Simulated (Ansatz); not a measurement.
Relaxation of C₃H₈O₂Si (14 atoms, charge 0, multiplicity 1), to a largest force component of 0.015 eV/Å in at most 40 steps.

These are results of RKS B3LYP/def2-SVP (Ansatz), not measurements.

```xyz
14
Properties=species:S:1:pos:R:3:forces:R:3
C -0.617 -2.537 0.392 0.84 3.39 0.09
C -0.354 -1.249 0.764 0.38 -0.82 -1.76
C -0.645 -0.604 2.090 -1.73 0.12 -0.43
O -1.041 -1.519 3.086 2.84 -1.69 -0.91
O 0.460 0.139 2.482 0.46 0.39 -0.07
Si 0.265 1.441 3.523 0.75 -0.39 0.21
H -0.410 -2.864 -0.609 0.17 -0.32 -0.58
H -1.109 -3.160 1.064 -0.91 -1.52 1.30
H 0.083 -0.543 -0.007 -0.31 -0.67 0.85
H -1.551 0.072 1.913 0.67 -0.45 0.34
H -0.231 -2.180 3.007 -2.42 1.43 0.81
H 1.508 2.228 3.579 0.36 -0.02 -0.07
H -0.763 2.305 3.019 -0.95 0.63 -0.38
H -0.061 0.947 4.856 -0.17 -0.08 0.60
```

Problem. Where does it end, and by what steps?

Solution. The forces met the threshold. After 16 steps the energy has fallen by 0.478 eV; H13 moved furthest, 0.76 Å.

```csv
step,energy less start (eV),largest force component (eV/Å),accepted
0,0.0000,3.392,yes
1,-0.3496,1.334,yes
2,-0.3449,1.539,no
3,-0.4310,0.446,yes
4,-0.4494,0.213,yes
5,-0.4585,0.111,yes
6,-0.4600,0.285,yes
7,-0.4670,0.134,yes
8,-0.4452,0.926,no
9,-0.4728,0.084,yes
10,-0.4748,0.108,yes
11,-0.4757,0.144,yes
12,-0.4771,0.051,yes
13,-0.4771,0.080,no
14,-0.4777,0.027,yes
15,-0.4774,0.115,no
16,-0.4779,0.012,yes
```

```xyz
14
Properties=species:S:1:pos:R:3
C -0.595 -2.558 0.456
C -0.262 -1.285 0.674
C -0.722 -0.481 1.868
O -1.177 -1.266 2.933
O 0.342 0.363 2.252
Si 0.283 1.366 3.600
H -0.241 -3.096 -0.427
H -1.240 -3.103 1.152
H 0.368 -0.734 -0.032
H -1.597 0.139 1.587
H -0.480 -1.907 3.144
H 1.370 2.360 3.405
H -1.041 2.053 3.677
H 0.527 0.624 4.869
```

Whether the end is a true minimum wasn't checked by a vibrational analysis.

Run time: 120 s on 2 threads of Arm Neoverse N1, with other jobs on the host, peak memory 0.31 GiB.
